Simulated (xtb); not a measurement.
C6H15Ge (SMILES C[CH2][Ge]([CH2]C)[CH2]C), doublet, at a GFN2-xTB geometry; GFN1-xTB run with xtb 6.7.1.

xtb was given this input:
```
$ xtb mol.xyz --gfn 1 --chrg 0 --uhf 1 --json

# file mol.xyz
22

C     -1.57145872    -2.22150581     0.50969305
C     -0.91245259    -1.81003440    -0.79572773
Ge     0.12284013    -0.04244397    -0.62153642
C     -1.27114751     1.29773669     0.07701204
C     -0.71820881     2.68061609     0.36771047
C      1.39590716    -0.35918176     0.96575665
C      2.63117550     0.52419284     0.98083164
H     -2.06971566    -3.18549676     0.39762252
H     -0.83442010    -2.31321421     1.30514925
H     -2.31784538    -1.49110771     0.81428645
H     -0.21367059    -2.58178824    -1.12011506
H     -1.66357524    -1.70263136    -1.57837238
H     -2.08559551     1.36184177    -0.64482459
H     -1.66887252     0.85558435     0.99195532
H      0.07903594     2.62772987     1.10646475
H     -1.49685001     3.33713303     0.75788393
H     -0.31609015     3.13257028    -0.53717094
H      0.80258919    -0.18947991     1.86580780
H      1.69259015    -1.40829896     0.94840887
H      2.35619036     1.57694453     0.98932034
H      3.24136662     0.34191919     0.09825833
H      3.24108864     0.32555962     1.86283402
```

What does xtb print? Leave out banner, timings and long lists.


```
   ID    Z sym.   atoms
    1    6 C      1, 2, 4-7
    2   32 Ge     3
    3    1 H      8-22

           -------------------------------------------------
          |                Calculation Setup                |
           -------------------------------------------------

           -------------------------------------------------
          |                 G F N 1 - x T B                 |
           -------------------------------------------------

          ...................................................
          :                      SETUP                      :
          :.................................................:
          :  # basis functions                  64          :
          :  # atomic orbitals                  63          :
          :  # shells                           45          :
          :  # electrons                        43          :
          :  # halogen bonds                     0          :
          :  max. iterations                   250          :
          :  Hamiltonian                  GFN1-xTB          :
          :  restarted?                      false          :
          :  GBSA solvation                  false          :
          :  PC potential                    false          :
          :  electronic temp.          300.0000000     K    :
          :  accuracy                    1.0000000          :
          :  -> integral cutoff          0.2500000E+02      :
          :  -> integral neglect         0.1000000E-07      :
          :  -> SCF convergence          0.1000000E-05 Eh   :
          :  -> wf. convergence          0.2000000E-04 e    :
          :  Broyden damping             0.4000000          :
          :  net charge                          0          :
          :  unpaired electrons                  1          :
          ...................................................

 iter      E             dE          RMSdq      gap      omega  full diag
   1    -22.6294704 -0.226295E+02  0.745E+00    4.70       0.0  T
   2    -22.6561078 -0.266374E-01  0.450E+00    4.78       1.0  T
   3    -22.5567608  0.993470E-01  0.143E+00    4.60       1.0  T
   4    -22.6667725 -0.110012E+00  0.292E-01    4.77       1.0  T
   5    -22.6676462 -0.873661E-03  0.294E-02    4.78       1.0  T
   6    -22.6676689 -0.227397E-04  0.205E-02    4.78       1.0  T
   7    -22.6676768 -0.783984E-05  0.438E-03    4.78       4.9  T
   8    -22.6676770 -0.204469E-06  0.136E-03    4.78      15.7  T
   9    -22.6676769  0.486634E-07  0.160E-03    4.78      13.4  T
  10    -22.6676770 -0.665893E-07  0.216E-04    4.78      98.9  T
  11    -22.6676770 -0.109559E-08  0.195E-05    4.78    1095.0  T
  12    -22.6676770 -0.388667E-11  0.942E-06    4.78    2263.0  T

   *** convergence criteria satisfied after 12 iterations ***

         :::::::::::::::::::::::::::::::::::::::::::::::::::::
         ::                     SUMMARY                     ::
         :::::::::::::::::::::::::::::::::::::::::::::::::::::
         :: total energy             -22.375266791729 Eh    ::
         :: gradient norm              0.021103052627 Eh/a0 ::
         :: HOMO-LUMO gap              4.779650221638 eV    ::
         ::.................................................::
         :: SCC energy               -22.667676991998 Eh    ::
         :: -> electrostatic           0.009109832931 Eh    ::
         :: repulsion energy           0.301591593169 Eh    ::
         :: dispersion energy         -0.009181392900 Eh    ::
         :: halogen bond corr.         0.000000000000 Eh    ::
         :: add. restraining           0.000000000000 Eh    ::
         :: total charge              -0.000000000000 e     ::
         :::::::::::::::::::::::::::::::::::::::::::::::::::::

           -------------------------------------------------
          |                Property Printout                |
           -------------------------------------------------

    * Orbital Energies and Occupations

[...]
        32                         -0.0669353              -1.8214
        33                         -0.0611197              -1.6632
       ...                                ...                  ...
        63                          0.5869785              15.9725
      -------------------------------------------------------------
                  HL-Gap            0.1756489 Eh            4.7797 eV
             Fermi-level           -0.3245573 Eh           -8.8317 eV

  Mulliken/CM5 charges         n(s)   n(p)   n(d)
     1C    -0.06755 -0.21796   1.008  3.060  0.000
     2C    -0.12597 -0.22384   1.069  3.057  0.000
     3Ge    0.14954  0.08981   1.653  2.022  0.176
     4C    -0.12396 -0.22200   1.071  3.053  0.000
     5C    -0.07011 -0.22020   1.007  3.063  0.000
     6C    -0.12421 -0.22238   1.072  3.052  0.000
     7C    -0.07001 -0.22010   1.007  3.063  0.000
     8H     0.02889  0.08012   0.971  0.000  0.000
     9H     0.02642  0.07942   0.974  0.000  0.000
    10H     0.02613  0.07897   0.974  0.000  0.000
    11H     0.03028  0.08576   0.970  0.000  0.000
    12H     0.03059  0.08600   0.969  0.000  0.000
    13H     0.03128  0.08679   0.969  0.000  0.000
    14H     0.03700  0.09337   0.963  0.000  0.000
    15H     0.02602  0.07886   0.974  0.000  0.000
    16H     0.02699  0.07821   0.973  0.000  0.000
    17H     0.02461  0.07697   0.975  0.000  0.000
    18H     0.03630  0.09247   0.964  0.000  0.000
    19H     0.03257  0.08842   0.967  0.000  0.000
    20H     0.02435  0.07695   0.976  0.000  0.000
    21H     0.02418  0.07650   0.976  0.000  0.000
    22H     0.02665  0.07786   0.973  0.000  0.000

Wiberg/Mayer (AO) data.
largest (>0.10) Wiberg bond orders for each atom

 ---------------------------------------------------------------------------
     #   Z sym  total        # sym  WBO       # sym  WBO       # sym  WBO
 ---------------------------------------------------------------------------
     1   6 C    3.998 --     2 C    1.020    10 H    0.982     9 H    0.981
                             8 H    0.979
     2   6 C    3.965 --     1 C    1.020    12 H    0.962    11 H    0.962
                             3 Ge   0.918
     3  32 Ge   3.042 --     6 C    0.919     4 C    0.919     2 C    0.918
     4   6 C    3.971 --     5 C    1.028    13 H    0.962    14 H    0.951
                             3 Ge   0.919
     5   6 C    3.998 --     4 C    1.028    16 H    0.983    17 H    0.982
                            15 H    0.982
     6   6 C    3.971 --     7 C    1.027    19 H    0.961    18 H    0.953
                             3 Ge   0.919
     7   6 C    3.998 --     6 C    1.027    22 H    0.984    21 H    0.983
                            20 H    0.982
     8   1 H    1.008 --     1 C    0.979
     9   1 H    1.007 --     1 C    0.981
    10   1 H    1.008 --     1 C    0.982
    11   1 H    1.007 --     2 C    0.962
    12   1 H    1.007 --     2 C    0.962
    13   1 H    1.006 --     4 C    0.962
    14   1 H    1.006 --     4 C    0.951
    15   1 H    1.007 --     5 C    0.982
    16   1 H    1.005 --     5 C    0.983
    17   1 H    1.007 --     5 C    0.982
    18   1 H    1.005 --     6 C    0.953
    19   1 H    1.005 --     6 C    0.961
    20   1 H    1.009 --     7 C    0.982
    21   1 H    1.008 --     7 C    0.983
    22   1 H    1.006 --     7 C    0.984
 ---------------------------------------------------------------------------

Topologies differ in total number of bonds
Writing topology from bond orders to xtbtopo.mol

 dipole moment from electron density (au)
     X       Y       Z
  -0.1256  -0.0523   0.2883  total (Debye):    0.810

           -------------------------------------------------
          | TOTAL ENERGY              -22.375266791729 Eh   |
          | GRADIENT NORM               0.021103052627 Eh/α |
          | HOMO-LUMO GAP               4.779650221638 eV   |
           -------------------------------------------------

normal termination of xtb
```
